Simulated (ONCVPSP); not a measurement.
# What one change does to a pseudopotential (Sb (Z = 51), ONCV)

antimony (Sb), optimised norm-conserving Vanderbilt (ONCV), made with ONCVPSP 4.0.1 (LDA (Perdew-Wang 92), scalar-relativistic). Core [Ar] 3d10, reference 4s2 4p6 4d10 5s2 (charge +3). Waves: 4s+5s: rc 1.00 bohr, ncon 4, nbas 9, qcut 9.2 1/bohr, 2 projectors; 4p: rc 1.05 bohr, ncon 3, nbas 6, qcut 13.5 1/bohr, 1 projector; 4d: rc 1.25 bohr, ncon 3, nbas 8, qcut 11.8 1/bohr, 3 projectors, debl 2.2 Ha. Local part: polynomial inside 0.80 bohr (lpopt 3, dvloc0 0 Ha). Core correction: polynomial model core, fcfact 0.2.

In the d channel the program set the typed energies aside and used -2.313, 0.250, 2.450 Ha.

All-electron outer shells of the reference configuration (LDA (PZ), scalar-relativistic, ld1.x):

| shell | level (eV) | outermost node (bohr) | outermost maximum (bohr) |
| --- | --- | --- | --- |
| 3d | -545.94 | – | 0.24 |
| 4s | -178.11 | 0.39 | 0.72 |
| 4p | -131.19 | 0.39 | 0.76 |
| 4d | -62.94 | 0.38 | 0.84 |
| 5s | -39.40 | 0.94 | 1.81 |

Change: reference 4s2 4p6 4d10 5s2 5p3; wave 4p: rc 1.05 bohr, ncon 3, nbas 6, qcut 13.5 1/bohr, 1 projector becomes 4p+5p: rc 1.05 bohr, ncon 3, nbas 6, qcut 13.5 1/bohr, 2 projectors.

Cutoffs: the cutoffs (Ha) at which the residual kinetic energy of the hardest occupied pseudo-wave falls to 1 and 0.1 mHa per electron; they do not see the model core or the augmentation charge, which bear on the density cutoff. Errors are all-electron minus pseudo energies relative to the spin-unpolarised reference configuration.

Q: What does the change do?

A: The potential gets neither clearly harder nor softer (64 Ha and 221 Ha → 64 Ha and 221 Ha); the range in which the p phases agree widens (upper end 1.6 → at the end of the scan); neither file shows a bound ghost.

| quantity | base | changed |
| --- | --- | --- |
| cutoff, loose | 64 Ha | 64 Ha |
| cutoff, tight | 221 Ha | 221 Ha |
| loose cutoff by channel | s 49 Ha, p 64 Ha, d 47 Ha | s 48 Ha, p 64 Ha, d 47 Ha |
| bound ghosts | none | none |
| GHOST(+) flags under 300 eV | s at 297.6 eV | none |
| largest error over its own tests, meV | +748 | -9.8 |
| s: phases at 1.01 bohr within 0.05 rad from the reference energy up to (Ha; the scan ends near 5) | to the end of the scan | to the end of the scan |
| p: phases at 1.07 bohr within 0.05 rad from the reference energy up to (Ha; the scan ends near 5) | 1.6 | to the end of the scan |
| d: phases at 1.27 bohr within 0.05 rad from the reference energy up to (Ha; the scan ends near 5) | to the end of the scan | to the end of the scan |
| rms error of d²Exc/dni dnj with the model core, mHa | 0.55 | 0.43 |
